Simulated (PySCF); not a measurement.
A calculated (UHF, PySCF 2.14, x2c-TZVPPall, scalar relativity by spin-free X2C-1e) atom or ion has these occupied shells.

| shell | electrons | orbital energy (eV) | rms radius, mean of both spins (bohr) |
| --- | --- | --- | --- |
| 1s α | 1 | -47069.0 | 0.0259 |
| 1s β | 1 | -47069.0 | 0.0259 |
| 2s α | 1 | -7813.9 | 0.105 |
| 2s β | 1 | -7813.8 | 0.105 |
| 2p α | 3 | -6974.1 | 0.0941 |
| 2p β | 3 | -6974.0 | 0.0941 |
| 3s α | 1 | -1768.6 | 0.271 |
| 3s β | 1 | -1765.7 | 0.271 |
| 3p α | 3 | -1499.7 | 0.272 |
| 3p β | 3 | -1496.4 | 0.272 |
| 3d α | 5 | -1130.2 | 0.250 |
| 3d β | 5 | -1126.6 | 0.250 |
| 4s α | 1 | -382.97 | 0.614 |
| 4s β | 1 | -374.77 | 0.614 |
| 4p α | 3 | -291.89 | 0.652 |
| 4p β | 3 | -282.76 | 0.652 |
| 4d α | 5 | -160.47 | 0.721 |
| 4d β | 5 | -148.52 | 0.721 |
| 5s α | 1 | -59.178 | 1.50 |
| 5s β | 1 | -55.437 | 1.50 |
| 5p α | 3 | -33.877 | 1.74 |
| 5p β | 3 | -30.446 | 1.74 |
| 4f α | 5 | -20.480 | 0.989 |
| 5d α | 1 | -6.883 | 2.91 |
| 6s α | 1 | -5.581 | 4.62 |
| 6s β | 1 | -5.049 | 4.62 |

Name the element and its charge.

Sm (samarium, neutral), in [Xe] 4f5 5d1 6s2, one real determinant (an excited configuration).
